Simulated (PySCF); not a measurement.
All values below come from PBE-D3(BJ)/def2-TZVP // B3LYP-D3(BJ)/def2-TZVP (PySCF 2.14.0). All species are isolated molecules in the gas phase. One relaxed conformer stands for a flexible species; it need not be the lowest. Excitations are Tamm–Dancoff values on a coarser integration grid. The basis has no diffuse functions, so Rydberg states are missing or too high.

Reference species (SMILES): `[InH2][OH]` (neutral, multiplicity 1).

```yaml
S1 excitation (TDA): 4.73 eV
LUMO: -2.20 eV
HOMO–LUMO gap: 4.46 eV
T1 excitation (TDA): 4.17 eV
```

Changed species: `[OH][In]([OH])[OH]` (3 of 3 H replaced by OH; the reference has 1 of 3 H replaced by OH).

Problem. What does the change do to the S1 excitation (TDA), LUMO, HOMO–LUMO gap and T1 excitation (TDA)?

Solution. the S1 excitation (TDA) drops by 0.55 eV, to 4.18 eV; the LUMO falls by 0.71 eV, to -2.91 eV; the HOMO–LUMO gap falls by 0.42 eV, to 4.04 eV; the T1 excitation (TDA) decreases by 0.32 eV, to 3.85 eV.
